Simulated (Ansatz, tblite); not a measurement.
Isomers of Li₇⁺ (singlet), found by a short tight-binding search and relaxed with PBE/def2-TZVP in Ansatz.

The xTB rows come from tblite. HSE06 is defined as in plane-wave codes, on full-range PBE exchange. Correlated methods freeze no core orbitals; core or outer-core shells of Li are correlated, in sets that lack core-valence functions.

Run but left out: HF/def2-TZVPP (A: restricted singlet, unstable towards broken spin symmetry).

A: The restricted singlet is unstable towards broken spin symmetry in Hartree–Fock (as tested in another run); at PBE/def2-TZVP, r2SCAN/def2-TZVP, r2SCANh/def2-TZVP, PBE0/def2-TZVP and others this wasn't settled. At CCSD(T)/def2-TZVPP the restricted singlet (for correlated methods, its reference) is unstable: a solution with broken spin symmetry lies lower. B: The restricted singlet is unstable towards broken spin symmetry in Hartree–Fock (as tested in another run); at PBE/def2-TZVP, r2SCAN/def2-TZVP, r2SCANh/def2-TZVP, PBE0/def2-TZVP and others this wasn't settled. At CCSD(T)/def2-TZVPP the restricted singlet (for correlated methods, its reference) is unstable: a solution with broken spin symmetry lies lower.

Other spin states weren't relaxed.

A:

Cartesian coordinates in Å:
```
Li 2.947 -0.544 -1.050
Li 0.133 -1.739 -1.132
Li -2.050 0.330 0.114
Li -1.519 -2.438 1.349
Li 0.548 -0.019 1.004
Li 0.642 1.476 -1.320
Li -0.701 2.934 1.035
```

B:

```xyz
7

Li    0.1972    2.1860   -1.6436
Li    2.0635   -0.4403   -1.7516
Li   -1.3970   -1.0787    2.0981
Li   -0.8153   -0.5455   -0.8232
Li    0.8152    0.5455    0.8232
Li    1.0776   -2.4582    0.5613
Li   -1.9413    1.7911    0.7358
```

Question: Estimate which lies lowest at each level, and how far above it the others are (kcal/mol).

Answer: 
| level | A | B |
| --- | --- | --- |
| GFN1-xTB | 4.8 | 0.0 |
| GFN2-xTB | 0.0 | 2.5 |
| PBE/def2-TZVP | 6.7 | 0.0 |
| r2SCAN/def2-TZVP | 6.8 | 0.0 |
| r2SCANh/def2-TZVP | 6.8 | 0.0 |
| PBE0/def2-TZVP | 6.6 | 0.0 |
| HSE06/def2-TZVP | 6.5 | 0.0 |
| MP2/def2-TZVPP | 6.8 | 0.0 |
| CCSD/def2-TZVPP | 4.7 | 0.0 |
| CCSD(T)/def2-TZVPP | 5.5 | 0.0 |
Point groups (tolerance 0.1 Å): A not assigned, B D5h. Lower isomers may exist.
